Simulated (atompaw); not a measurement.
**W: one change to a PAW (atompaw) potential, before and after**

W (Z = 74), PAW, made with atompaw 4.2.0.5 (LDA (PW92), scalar-relativistic). Core [Xe] 4f14, reference 5d4 6s2 6p0. Waves: 6s (bound): rc 2.85 bohr; 6s channel at 0.05 Ry: rc 2.85 bohr; 6p (bound, empty): rc 2.85 bohr; 6p channel at 1.05 Ry: rc 2.85 bohr; 5d (bound): rc 2.70 bohr; 5d channel at 0.7 Ry: rc 2.70 bohr; 5f channel at -0.05 Ry: rc 2.85 bohr; 5f channel at 1.05 Ry: rc 2.40 bohr. Local part: ultrasoft scheme with l = 4 at 1 Ry, radius 2.50 bohr. Core correction: smooth core density matched at 2.50 bohr. Augmentation charge: besselshape compensation charge, radius 2.10 bohr; PAW radius 2.85 bohr; waves and projectors: custom rrkj gramschmidtortho.

Change: wave 6p channel at 1.05 Ry: rc 2.85 bohr becomes 6p channel at -0.2 Ry: rc 2.85 bohr.

Cutoffs: the cutoffs (Ry, on a coarse ladder) from which the occupation-weighted sum of valence levels, in a spherical-Bessel basis at the reference potential, stays within 10 and 1 mRy of its value at 400 Ry; they do not see the model core or the augmentation charge, which bear on the density cutoff.

Problem. What does the change do?

Solution. The potential gets neither clearly harder nor softer (12 Ry and 18 Ry → 12 Ry and 18 Ry); a bound ghost appears in p, which as a rule spoils a file.

| quantity | base | changed |
| --- | --- | --- |
| cutoff, loose | 12 Ry | 12 Ry |
| cutoff, tight | 18 Ry | 18 Ry |
| bound ghosts | none | p |
| s: phases at 2.87 bohr within 0.05 rad from the reference energy up to (Ry; the scan ends near 5) | 1.4 | 1.4 |
| p: phases at 2.87 bohr within 0.05 rad from the reference energy up to (Ry; the scan ends near 5) | 4.4 | 4.3 |
| d: phases at 2.87 bohr within 0.05 rad from the reference energy up to (Ry; the scan ends near 5) | 2.0 | 2.0 |
| f: phases at 2.87 bohr within 0.05 rad from the reference energy up to (Ry; the scan ends near 5) | 1.7 | 1.7 |
| lowest overlap eigenvalue by channel | s 0.35, p 0.58, d 0.27, f 0.94 | s 0.35, p 0.65, d 0.27, f 0.94 |

 A true bound ghost makes a file unfit for plane-wave use even where its test errors are small: the radial tests pick states by their node count and pass the ghost by. The cutoffs see the waves, projectors and local potential, not the compensation charge or the core.
